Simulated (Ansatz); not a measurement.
Total energies of In13Sb14H34⁺, a nanocrystal cut from wurtzite InSb (hydrogen-capped) from Ansatz at PBE0-D4/def2-SVP, gas phase (1 Eh = 27.2114 eV = 2625.5 kJ/mol). The reference geometry is relaxed at PBE-D4/def2-SVP.

```xyz
61

Sb    4.851   -1.416   -0.126
In    3.544   -1.477   -2.750
Sb    3.722    1.308   -3.471
Sb    3.901    3.163    0.577
In    2.516    3.466   -1.990
Sb    2.216   -4.351    1.307
In    3.457   -1.961    2.339
In    0.869   -4.456   -1.295
Sb    0.806   -1.801   -2.211
In   -0.565   -1.885   -4.854
Sb    1.329   -0.078    2.281
In    2.555    2.381    3.005
In   -0.119    0.007   -0.207
Sb   -0.094    2.526   -1.547
Sb   -2.499    0.142   -4.292
In   -1.528    2.825   -4.141
Sb    0.425    4.290    2.632
In   -1.015    4.610    0.097
Sb   -1.848   -4.896   -0.440
Sb   -1.705   -3.077    3.629
In   -0.259   -0.754    4.539
In   -3.363   -3.083    1.210
Sb   -2.900   -0.599   -0.018
In   -4.586   -0.567   -2.475
Sb   -2.542    0.984    4.253
In   -4.217    1.039    1.846
Sb   -3.630    3.692    0.886
H     6.231   -2.438   -0.152
H     5.729    0.041    0.114
H     4.482   -2.525   -3.769
H     5.308    1.716   -3.987
H     2.984    1.392   -5.016
H     5.295    2.169    0.437
H     4.762    4.606    0.934
H     2.910    5.042   -2.605
H     3.394   -5.597    1.391
H     1.224   -4.977    2.563
H     4.431   -2.138    3.764
H     1.550   -5.790   -2.173
H     0.709   -1.298   -5.886
H    -1.262   -3.480   -4.788
H     3.464    2.504    4.478
H    -3.365    0.188   -5.783
H    -0.181    3.087   -5.213
H    -2.780    3.942   -3.676
H     1.036    5.814    3.136
H    -0.651    4.098    3.958
H    -0.961    6.295   -0.318
H    -2.090   -6.526    0.042
H    -2.741   -4.986   -1.900
H    -0.600   -4.393    3.651
H    -2.641   -3.626    4.960
H     0.460   -0.848    6.116
H    -4.928   -3.687    1.661
H    -4.999   -2.255   -2.588
H    -5.625    0.785   -2.119
H    -2.028    2.558    4.710
H    -3.534    0.728    5.632
H    -5.863    0.829    2.359
H    -4.581    3.851   -0.531
H    -4.452    4.884    1.811
```

| state | geometry | energy (Eh) |
| --- | --- | --- |
| charge 1 singlet | reference | -5856.20723 |
| charge 2 doublet | reference | -5855.86317 |
| charge 0 doublet | reference | -5856.35573 |

In the def2 sets In, Sb take a core potential; there is no spin–orbit coupling. Single mean-field runs in def2-SVP are fitted with def2-universal-jkfit.

Work out the vertical ionisation energy to the doublet.

E(charge 2 doublet) − E(charge 1 singlet) = -5855.86317 − (-5856.20723) = 0.34406 Eh = 9.36 eV. For comparison, −ε of the highest occupied level is 8.41 eV at this level, 0.95 eV less.

Work out the vertical electron affinity, to the doublet.

E(charge 1 singlet) − E(charge 0 doublet) = -5856.20723 − (-5856.35573) = 0.14850 Eh = 4.04 eV.

Give the fundamental gap IE − EA, the Mulliken electronegativity (IE + EA)/2 and the hardness (IE − EA)/2.

From the values in Eh: IE − EA = 0.34406 − 0.14850 = 0.19556 Eh = 5.32 eV; (IE + EA)/2 = 6.70 eV; (IE − EA)/2 = 2.66 eV. The HOMO–LUMO gap of the same run is 3.66 eV, 1.66 eV smaller than the fundamental gap.
